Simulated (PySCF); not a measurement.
Compound: C7H11OP.
Numbering: `[CH3:1][C:2]#[C:3][P:4]([CH2:5][CH3:6])[C:7]([CH3:8])=[O:9]` (hydrogens: H10, H11, H12 on C1; H13, H14 on C5; H15, H16, H17 on C6; H18, H19, H20 on C8)

The same species was optimised twice, with GFN2-xTB and with PBE0-D3(BJ)/def2-SVP (PySCF), and the same property calculations (PySCF, gas phase) were run on both structures.

| coordinate | GFN2-xTB | PBE0-D3(BJ)/def2-SVP | change |
| --- | --- | --- | --- |
| P4–C7 (Å) | 1.861 | 1.882 | +0.021 |
| C2≡C3 (Å) | 1.206 | 1.219 | +0.013 |
| P4–C5 (Å) | 1.864 | 1.853 | -0.011 |
| C1–C2 (Å) | 1.445 | 1.451 | +0.006 |
| C5–C6 (Å) | 1.522 | 1.519 | -0.003 |
| C7–C8 (Å) | 1.501 | 1.503 | +0.002 |
| C7=O9 (Å) | 1.205 | 1.206 | +0.001 |
| C3–P4 (Å) | 1.762 | 1.763 | +0.001 |
| C3–P4–C5 (°) | 99.3 | 103.2 | +3.9 |
| C3–P4–C7 (°) | 97.6 | 101.1 | +3.5 |
| C1–C2–C3 (°) | 177.1 | 179.6 | +2.5 |
| C2–C3–P4 (°) | 172.4 | 174.6 | +2.2 |
| C5–P4–C7 (°) | 97.1 | 98.8 | +1.7 |
| P4–C7–C8 (°) | 115.7 | 117.3 | +1.6 |
| P4–C5–C6 (°) | 111.3 | 112.7 | +1.4 |
| P4–C7–O9 (°) | 120.0 | 119.1 | -0.9 |
| C3–P4–C5–C6 (°) | -71 | -74 | -3 |
| C3–P4–C7–C8 (°) | 48 | 46 | -2 |

Rotational constants: A = 1484, B = 1054, C = 681.0 MHz (GFN2-xTB) against A = 1444, B = 1018, C = 649.1 MHz (PBE0-D3(BJ)/def2-SVP). Point groups within 0.08 Å: C1 and C1.

On the GFN2-xTB structure: HOMO (eV) -6.42 [PBE0/pcSseg-1]; LUMO (eV) -0.72 [PBE0/pcSseg-1]; dipole (D) 3.32 [PBE0/pcSseg-1]; GIAO shielding of C1 (ppm) 180.6 [PBE0/pcSseg-1]; GIAO shielding of C2 (ppm) 71.6 [PBE0/pcSseg-1]; GIAO shielding of C3 (ppm) 104.6 [PBE0/pcSseg-1]; GIAO shielding of P4 (ppm) 354.1 [PBE0/pcSseg-1]; GIAO shielding of C5 (ppm) 159.8 [PBE0/pcSseg-1]; GIAO shielding of C6 (ppm) 175.3 [PBE0/pcSseg-1]; GIAO shielding of C7 (ppm) -43.9 [PBE0/pcSseg-1]; GIAO shielding of C8 (ppm) 151.4 [PBE0/pcSseg-1].

Problem. What do these properties become on the PBE0-D3(BJ)/def2-SVP structure?

Solution. 
```json
{"property": "HOMO (eV)", "level": "PBE0/pcSseg-1", "on GFN2-xTB": "-6.42", "on PBE0-D3(BJ)/def2-SVP": "-6.34", "change": "+0.08"}
{"property": "LUMO (eV)", "level": "PBE0/pcSseg-1", "on GFN2-xTB": "-0.72", "on PBE0-D3(BJ)/def2-SVP": "-0.74", "change": "-0.02"}
{"property": "dipole (D)", "level": "PBE0/pcSseg-1", "on GFN2-xTB": "3.32", "on PBE0-D3(BJ)/def2-SVP": "3.31", "change": "-0.01"}
{"property": "energy, GFN2-xTB geometry as zero (kcal/mol)", "level": "PBE0/pcSseg-1", "on GFN2-xTB": "0.0", "on PBE0-D3(BJ)/def2-SVP": "-1.3", "change": "-1.3"}
{"property": "GIAO shielding of C1 (ppm)", "level": "PBE0/pcSseg-1", "on GFN2-xTB": "180.6", "on PBE0-D3(BJ)/def2-SVP": "178.1", "change": "-2.5"}
{"property": "GIAO shielding of C2 (ppm)", "level": "PBE0/pcSseg-1", "on GFN2-xTB": "71.6", "on PBE0-D3(BJ)/def2-SVP": "69.0", "change": "-2.6"}
{"property": "GIAO shielding of C3 (ppm)", "level": "PBE0/pcSseg-1", "on GFN2-xTB": "104.6", "on PBE0-D3(BJ)/def2-SVP": "104.5", "change": "-0.1"}
{"property": "GIAO shielding of P4 (ppm)", "level": "PBE0/pcSseg-1", "on GFN2-xTB": "354.1", "on PBE0-D3(BJ)/def2-SVP": "339.9", "change": "-14.2"}
{"property": "GIAO shielding of C5 (ppm)", "level": "PBE0/pcSseg-1", "on GFN2-xTB": "159.8", "on PBE0-D3(BJ)/def2-SVP": "161.4", "change": "+1.6"}
{"property": "GIAO shielding of C6 (ppm)", "level": "PBE0/pcSseg-1", "on GFN2-xTB": "175.3", "on PBE0-D3(BJ)/def2-SVP": "173.7", "change": "-1.6"}
{"property": "GIAO shielding of C7 (ppm)", "level": "PBE0/pcSseg-1", "on GFN2-xTB": "-43.9", "on PBE0-D3(BJ)/def2-SVP": "-42.5", "change": "+1.4"}
{"property": "GIAO shielding of C8 (ppm)", "level": "PBE0/pcSseg-1", "on GFN2-xTB": "151.4", "on PBE0-D3(BJ)/def2-SVP": "150.6", "change": "-0.8"}
```

The heavy atoms differ by 0.092 Å rms after alignment. Among bonds between heavy atoms P4–C7 changes most (+0.021 Å). Changes are differences of the printed values. Neither structure is proved a minimum here.

Conformer computed: `[CH3:1][C:2]#[C:3][P:4]([CH2:5][CH3:6])[C:7]([CH3:8])=[O:9]`: C3–P4–C5–C6 -74°, C3–P4–C7–C8 46°.
